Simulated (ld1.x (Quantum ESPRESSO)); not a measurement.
**What one change does to a pseudopotential (Rh, RRKJ)**

| Quantity | Value |
| --- | --- |
| Element | rhodium |
| Generator | ld1.x (Quantum ESPRESSO) 7.5 |
| Type | norm-conserving RRKJ (Kleinman–Bylander form) |
| Functional | revPBE |
| Relativity | scalar-relativistic |
| Frozen core | [Ar] 3d10 |
| Valence charge | 17 |
| Reference configuration | 4s2 4p6 4d6 5s0 5p0 (charge +3) |
| Partial waves | 4p (bound): rc 1.50 bohr; 4d (bound): rc 1.30 bohr; 4s (bound): rc 1.15 bohr |
| Local potential | the s channel |
| Core correction | Bessel-smoothed model core inside 0.65 bohr |

All-electron outer shells of the reference configuration (revPBE, scalar-relativistic, ld1.x):

```json
{"shell": "3d", "level (eV)": "-337.41", "outermost node (bohr)": "–", "outermost maximum (bohr)": "0.29"}
{"shell": "4s", "level (eV)": "-118.48", "outermost node (bohr)": "0.47", "outermost maximum (bohr)": "0.88"}
{"shell": "4p", "level (eV)": "-86.02", "outermost node (bohr)": "0.47", "outermost maximum (bohr)": "0.94"}
{"shell": "4d", "level (eV)": "-39.44", "outermost node (bohr)": "0.46", "outermost maximum (bohr)": "1.11"}
{"shell": "5s", "level (eV)": "-29.53", "outermost node (bohr)": "1.16", "outermost maximum (bohr)": "2.24"}
{"shell": "5p", "level (eV)": "-22.56", "outermost node (bohr)": "1.29", "outermost maximum (bohr)": "2.60"}
```

Change: wave 4s (bound): rc 1.15 bohr becomes 4s (bound): rc 1.58 bohr.

Cutoffs: the cutoffs (Ry, on a coarse ladder) from which the occupation-weighted sum of valence levels, in a spherical-Bessel basis at the reference potential, stays within 10 and 1 mRy of its value at 400 Ry; they do not see the model core or the augmentation charge, which bear on the density cutoff. Errors are all-electron minus pseudo energies relative to the spin-unpolarised reference configuration.

Problem. What does the change do?

Solution. The potential gets softer (110 Ry and 200 Ry → 80 Ry and 110 Ry); of the 7 tests that both files solve, the error grows in 7 and shrinks in 0 by more than 15 % and 0.3 meV (median size 60.6 → 298.5 meV); neither file shows a bound ghost at the reference potential, the only one tested. A larger radius leaves more room for a smooth pseudo-wave, so fewer plane waves are needed. More of the atom is replaced by a form fitted at one configuration, so other configurations suffer.

| quantity | base | changed |
| --- | --- | --- |
| cutoff, loose | 110 Ry | 80 Ry |
| cutoff, tight | 200 Ry | 110 Ry |
| loose cutoff by channel (10 mRy a level) | p 40 Ry, d 45 Ry, s 100 Ry | p 45 Ry, d 45 Ry, s 35 Ry |
| bound ghosts | none | none |
| error for 4s2 4p6 4d8 5s1 5p0, meV [ΔE -59.18 eV] | +158 | +1524 |
| error for 4s2 4p6 4d8 5s0 5p0, meV [ΔE -51.85 eV] | +21 | +129 |
| error for 4s2 4p6 4d7 5s0 5p0, meV [ΔE -32.43 eV] | +8.9 | +42 |
| error for 4s2 4p6 4d7 5s2 5p0, meV [ΔE -56.66 eV] | +358 | +3402 |
| error for 4s2 4p6 4d9 5s0 5p0, meV [ΔE -60.13 eV] | +27 | +205 |
| error for 4s2 4p6 4d8.5 5s0.5 5p0, meV [ΔE -59.83 eV] | +86 | +804 |
| error for 4s2 4p6 4d8 5s0 5p1, meV [ΔE -55.62 eV] | +61 | +299 |

Changed file: These tests converged, but a pseudo level misses the all-electron one widely, so the file describes the atom poorly there or has found another state: 4s2 4p6 4d7 5s0 5p0: empty 5s by 2.6 eV; 4s2 4p6 4d8.5 5s0.5 5p0: 5s by 1.1 eV.
